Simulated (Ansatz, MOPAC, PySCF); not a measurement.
Torsion C1–C2–C3–C4 in C5H8 (SMILES C=CC(=C)C); at each angle all else is relaxed with GFN2-xTB, and the levels are single points there.
Geometry at 180° (charge 0, multiplicity 1):
```xyz
13

C      1.11751     1.51496    -0.64450
C      0.33038     1.05712     0.32208
C     -0.32257    -0.24514     0.34761
C     -1.09161    -0.58735     1.38049
C     -0.10394    -1.17367    -0.80919
H      1.34969     0.94161    -1.52551
H      1.56372     2.49340    -0.58781
H      0.13387     1.68142     1.18496
H     -1.25138     0.07642     2.21370
H     -1.58824    -1.54152     1.43034
H     -0.64765    -2.10313    -0.66228
H      0.95556    -1.40213    -0.91547
H     -0.44540    -0.71196    -1.73447
```

On the grid 0° to 180°, 100° is the highest and 180° the lowest point at MP2/CBS(cc-pVDZ, cc-pVTZ) + ΔCCSD(T)/cc-pVDZ.

Cores are frozen in the correlated methods. The state that PM3, PM6, PM7 reach isn't checked; PM7 holds dispersion and hydrogen-bond terms.

Codes used: Ansatz (a quantum-chemistry and plane-wave program) with Gaussian orbitals; MOPAC for PM3, PM6, PM7 (differences of heats of formation); PySCF for the dispersion terms. Values without a source in brackets are computed.

```tsv
level	energy at 100° less that at 180° (kcal/mol)
PM3	0.55
PM6	-0.09
PM7	0.11
HF/cc-pVDZ	5.40
B3LYP-D3(BJ)/def2-TZVPP	6.67
PBE0-D3(BJ)/def2-TZVPP	6.70
PBE0-D4/def2-TZVPP	6.68
SCS-MP2/cc-pVDZ	[?]
CCSD/cc-pVDZ	[?]
```

**Question.** Complete the blanks.

**Answer.** 
- SCS-MP2/cc-pVDZ, energy at 100° less that at 180° (kcal/mol): 5.77
- CCSD/cc-pVDZ, energy at 100° less that at 180° (kcal/mol): 5.57
